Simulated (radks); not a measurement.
The numbers below are computed, except where a source is named.
The nuclear charge of neutral selenium is varied continuously with 34 electrons held in [Ar] 3d10 4s2 4p4. Code: a radial shooting solver on a logarithmic mesh with Libxc functionals. Model: scalar-relativistic Kohn-Sham, r2SCAN, spin-polarised, spherical densities, finite nucleus; open shells are filled with parallel spins first; meta-GGA in the generalised Kohn-Sham scheme; Fermi nuclear charge, rms radius 4.14 fm. By the Hellmann-Feynman theorem dE/dZ = E(electron-nucleus)/Z, the electronic potential at the nucleus (averaged over a nucleus of fixed radius). The scalar-relativistic energy here is not variational (the density holds large components alone), so the two differ by a part that grows with Z.

Z,E (hartree),E(electron-nucleus)/Z (hartree),HOMO,e(HOMO) (eV),<r> HOMO (bohr)
33.8,-2396.00978,-170.955,4p,-3.753,2.433
33.9,-2413.16411,-171.642,4p,-4.647,2.378
34,-2430.38738,-172.328,4p,-5.573,2.328
34.1,-2447.67954,-173.015,4p,-6.532,2.282
34.2,-2465.04056,-173.700,4p,-7.521,2.238
34.3,-2482.47042,-174.386,4p,-8.539,2.198
34.4,-2499.96908,-175.071,4p,-9.586,2.160
34.5,-2517.53652,-175.756,4p,-10.662,2.124
34.6,-2535.17274,-176.441,4p,-11.765,2.090
34.7,-2552.87771,-177.126,4p,-12.894,2.058
34.8,-2570.65142,-177.810,4p,-14.051,2.027
34.9,-2588.49386,-178.495,4p,-15.233,1.998
35,-2606.40502,-179.179,4p,-16.440,1.970

The central difference of E at Z = 34 is -172.577 hartree, to compare with the third column; the second derivative is -6.89 hartree.
